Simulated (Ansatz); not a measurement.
`F[CH2][InH][I]` and `[CH3][InH][CH2]F` differ in one atom or group.

Ansatz, PBE0-D4/def2-TZVP geometries, multiplicity 1. Each molecule was computed in one conformer, which needn't be the lowest.

Elements past krypton have def2 core potentials.

| property | `F[CH2][InH][I]` |
| --- | --- |
| LUMO energy (PBE/def2-TZVPP) / eV | -2.64 |
| HOMO energy (ωB97M-V/def2-TZVPP) / eV | -9.40 |
| HOMO–LUMO gap (B3LYP/def2-TZVPP) / eV | 4.84 |
| size of the dipole moment (ωB97M-V/def2-TZVPP) / D | 1.14 |
| LUMO energy (PBE0/def2-TZVPP) / eV | -1.96 |
| HOMO–LUMO gap (PBE0/def2-TZVPP) / eV | 5.34 |

Task: Give the same properties after the change, and the shifts. (Estimate.)

Result: Computed: 
```csv
property,`[CH3][InH][CH2]F`,shift
LUMO energy (PBE/def2-TZVPP) / eV,-2.15,0.49
HOMO energy (ωB97M-V/def2-TZVPP) / eV,-9.28,0.12
HOMO–LUMO gap (B3LYP/def2-TZVPP) / eV,5.15,0.31
size of the dipole moment (ωB97M-V/def2-TZVPP) / D,1.27,0.13
LUMO energy (PBE0/def2-TZVPP) / eV,-1.42,0.54
HOMO–LUMO gap (PBE0/def2-TZVPP) / eV,5.65,0.31
```

With PBE0 the HOMO rises by 0.21 eV and the LUMO rises by 0.54 eV, so the gap widens by about 0.33 eV. PBE moves the HOMO by 0.35 eV and ωB97M-V by 0.12 eV. Dipoles are sizes alone; their direction can turn.

B3LYP here is the variant with VWN-RPA as its local correlation; programs differ in this.

Spin–orbit coupling is left out; it splits and shifts lone-pair levels of the heavy atoms by tenths of an eV.
